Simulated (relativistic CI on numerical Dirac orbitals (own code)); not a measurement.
Method of calculation: Dirac-Coulomb-Breit CI, orbitals from a KLI potential per configuration, QED by a radiative potential, unscaled Slater integrals (own radial code, finite nucleus).

CI space (outside the closed core [Ne]): 3s², 3s3p, 3p², 3s3d, 3d², 3p3d, 3p4s, 3d4s, 3s4s, 3s4p, 3s4d, 3s4f, 3s5s, 3s5p, 3s5d, 4s², 3s5f, 3s5g, 3s6s, 3s6p, 3s6d. Levels of other configurations are missing.

At this charge energies of transitions that change n are usually good to better than 1 %, and those within a shell (Δn = 0) to a few per cent.

Outline of the computed level scheme of Ta LXII. Lowest level of each configuration: 3s² ¹S0 at 0.00 eV; 3s3p ³P°0 at 136.31 eV; 3p² ³P0 at 326.58 eV; 3s3d ³D1 at 693.09 eV; 3p3d ³F°2 at 840.13 eV; 3d² ³F2 at 1399.59 eV; 3s4s ³S1 at 3097.58 eV; 3s4p ³P°0 at 3169.02 eV; 3p4s ³P°1 at 3258.28 eV.

Some strong electric-dipole decays among the lowest 43 levels: 3s4s ¹S0 → 3s3p ¹P°1 (4.6e+13 s⁻¹); 3s4p ¹P°1 → 3s² ¹S0 (4.4e+13 s⁻¹); 3p4s ³P°0 → 3p² ³P1 (4.3e+13 s⁻¹); 3s4s ³S1 → 3s3p ³P°2 (3.8e+13 s⁻¹); 3s4p ³P°1 → 3s² ¹S0 (3.6e+13 s⁻¹); 3p4s ³P°1 → 3p² ¹D2 (3.0e+13 s⁻¹); 3s4s ³S1 → 3s3p ³P°1 (1.2e+13 s⁻¹); 3s4s ¹S0 → 3s3p ³P°1 (1.2e+13 s⁻¹).

LS names give the leading component of a level, which can be under half, so a name can repeat, a term be missing and a line seem to break the LS rules.
